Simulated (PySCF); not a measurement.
MgI2, SMILES [I][Mg][I].

Geometry: B3LYP-D3(BJ)/def2-TZVP. The def2 effective core potentials stand for the cores of I; spin–orbit coupling is left out.

Method: TDA-M06-2X/def2-SVPD (PySCF).

Vertical excitations; the highest root listed may be one member of a degenerate set. The molecule is in vacuum. State labels are in the subgroup D2h.

### Question
Give excitation energies, oscillator strengths and character. (The exact figures need the calculation; the answer reports its results.)

### Answer

| state | symmetry | energy (eV) | λ (nm) | f | main pairs |
|---|---|---|---|---|---|
| S1 | B3g | 4.64 | 267 | 0.000 | HOMO→LUMO (degenerate set) |
| S2 | B2g | 4.64 | 267 | 0.000 | HOMO−1→LUMO (degenerate set) |
| S3 | B3u | 4.87 | 255 | 0.061 | HOMO−2→LUMO (degenerate set) |
| S4 | B2u | 4.87 | 255 | 0.061 | HOMO−3→LUMO (degenerate set) |
| S5 | Au | 5.75 | 215 | 0.000 | HOMO−1→LUMO+1 48 %, HOMO→LUMO+2 48 % |
| S6 | B1u | 5.78 | 215 | 0.093 | HOMO−4→LUMO 61 %, HOMO→LUMO+1 18 %, HOMO−1→LUMO+2 18 % |
| S7 | Au | 5.84 | 212 | 0.000 | HOMO−1→LUMO+1, HOMO→LUMO+2 (degenerate set) |
| S8 | B1u | 5.84 | 212 | 0.000 | HOMO−1→LUMO+2, HOMO→LUMO+1 (degenerate set) |
| S9 | B1g | 5.89 | 211 | 0.000 | HOMO−2→LUMO+1 47 %, HOMO−3→LUMO+2 47 % |
| S10 | B1g | 6.04 | 205 | 0.000 | HOMO−3→LUMO+2 48 %, HOMO−2→LUMO+1 48 % |
| T1 | B3g | 4.41 | 281 | 0 | HOMO→LUMO (degenerate set) |
| T2 | B2g | 4.41 | 281 | 0 | HOMO−1→LUMO (degenerate set) |
| T3 | B2u | 4.52 | 274 | 0 | HOMO−3→LUMO (degenerate set) |
| T4 | B3u | 4.52 | 274 | 0 | HOMO−2→LUMO (degenerate set) |
Triplets are in the Tamm–Dancoff approximation.
